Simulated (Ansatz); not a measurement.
CH$_{4}$AlClSe (SMILES [CH3][Al]([Cl])[SeH]), singlet, geometry from GFN2-xTB (such geometries of metal compounds can be far from the true shape); CASSCF(6,5)/STO-3G run with Ansatz (an electronic-structure program).

The Ansatz input:
Ansatz 0.2 input:
```yaml
crystal:
  periodic: [false, false, false]
  atoms:
    - {symbol: Al, position_ang: [0.24920728, -0.24794525, 0.70596465]}
    - {symbol: Cl, position_ang: [2.23958066, 0.11790697, 0.71101454]}
    - {symbol: C, position_ang: [-0.77026390, -1.06851441, 2.19926112]}
    - {symbol: H, position_ang: [-1.15692454, -2.05842947, 1.93930134]}
    - {symbol: H, position_ang: [-1.63726037, -0.46914785, 2.49197457]}
    - {symbol: H, position_ang: [-0.14195835, -1.19084681, 3.08496580]}
    - {symbol: Se, position_ang: [-0.92911104, 0.33762532, -1.21560858]}
    - {symbol: H, position_ang: [-2.16506367, -0.13088059, -0.64590428]}
basis:
  gaussian:
    orbitals: STO-3G
hamiltonian:
  xc: hf
magnetization: {spin_polarized: false}
correlation: {active_space: {window: {electrons: 6, orbitals: 5}}}
```

The log (banner, timings and long lists left out):

```
Functional definition: HF
492 factors; integrals over basis functions are off by at most 6.2e-5 eV
mean field evaluation 1: about -84545.0535 eV, gradient 2.1e1 eV
mean field evaluation 2: about -84545.0971 eV, gradient 2.1e1 eV
mean field evaluation 4: about -84547.1691 eV, gradient 9.4e-1 eV
mean field evaluation 8: about -84547.1748 eV, gradient 2.4e-6 eV
mean field -84547.17475478 eV, -3107.0513641050 hartree, gradient 9.4e-6 eV, S^2 0.000000; 0 other end points of the search recorded, 0 dependent functions left out
reference -84547.17475478 eV, -3107.0513641050 hartree; 37, 37 occupied and 8, 8 virtual orbitals, 492 factors
state -84548.10598186 eV, -3107.0855860686 hartree
2 active orbitals were swapped for others, from the solution at -84548.06090979 eV, -3107.0839297009 hartree to that at -84548.09313140 eV, -3107.0851138231 hartree; typed "places" are swapped only where nearly empty or full, and so, without "given_window_search", are "orbital_numbers", "shells" and a window whose orbitals a file names under [Active]
1 active orbitals were swapped for others, from the solution at -84548.09313140 eV, -3107.0851138231 hartree to that at -84548.10598186 eV, -3107.0855860686 hartree; typed "places" are swapped only where nearly empty or full, and so, without "given_window_search", are "orbital_numbers", "shells" and a window whose orbitals a file names under [Active]
Total energy: -84548.10598186 eV, -3107.0855860686 hartree
```
